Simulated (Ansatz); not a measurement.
Calculated with Ansatz (gas phase, PBE0-D4/def2-TZVP geometries, no zero-point term in ΔE). CCSD(T)/CBS adds triple-zeta CCSD(T) − MP2 to the extrapolated MP2 energy (def2 sets, frozen cores). Each species was taken in one conformer, which may not be the lowest.

`N=C(O)C[SiH2]Cl` + `N[Si](O)(O)F` → `O[Si](O)(F)N[SiH2]Cl` + `CC(=N)O`  (ligand exchange at the Si–C bond)

```csv
species,CCSD(T)/CBS(def2) energy (Eh)
`N=C(O)C[SiH2]Cl`,-958.50246
`N[Si](O)(O)F`,-596.55827
`O[Si](O)(F)N[SiH2]Cl`,-1346.09903
`CC(=N)O`,-208.98810
```

Question: Work out ΔE.

Answer: ΔE = (-1346.09903) + (-208.98810) − (-958.50246) − (-596.55827) = -0.02640 Eh = -16.6 kcal/mol.

Largest T1 diagnostic among the species: 0.013.

In def2-TZVPP, CCSD(T) changes the Hartree–Fock value by +2.3 kcal/mol (the triples alone add +0.3 kcal/mol) and MP2 by +2.4 kcal/mol.
